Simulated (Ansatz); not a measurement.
BrGaH4N2, SMILES `[NH2][Ga]([NH2])[Br]`, relaxed with RKS PBE0-D4/def2-TZVP in Ansatz from a GFN2-xTB geometry. The force threshold is 0.005 eV/Å; the program also tests the step.

Total charge 0; spin multiplicity 1.

Start:

```xyz
8

N    -1.293    0.971   -0.395
Ga    0.053   -0.260   -0.384
N     1.210   -0.551    0.995
Br    0.312   -1.535   -2.238
H    -1.610    1.414    0.457
H    -2.073    0.876   -1.035
H     1.306    0.104    1.760
H     2.095   -1.020    0.840
```

**Question.** By how much does the energy fall, and how many steps does the optimiser take? (Estimate.)

**Answer.** The calculation gave: 0.02 eV, in 6 steps.

**Question.** Which bonds change most? (An estimate is asked.)

**Answer.** The calculation gave: Ga2–Br4 from 2.265 to 2.290 Å; N1–Ga2 from 1.824 to 1.809 Å; Ga2–N3 from 1.823 to 1.808 Å; N1–H6 from 1.014 to 1.006 Å.

**Question.** Give the relaxed structure. (An estimate is asked.)

**Answer.** The calculation gave: 
```xyz
8

N    -1.295    0.955   -0.367
Ga    0.051   -0.253   -0.369
N     1.209   -0.524    0.994
Br    0.311   -1.539   -2.245
H    -1.636    1.366    0.486
H    -2.016    0.900   -1.066
H     1.329    0.152    1.729
H     2.048   -1.057    0.837
```
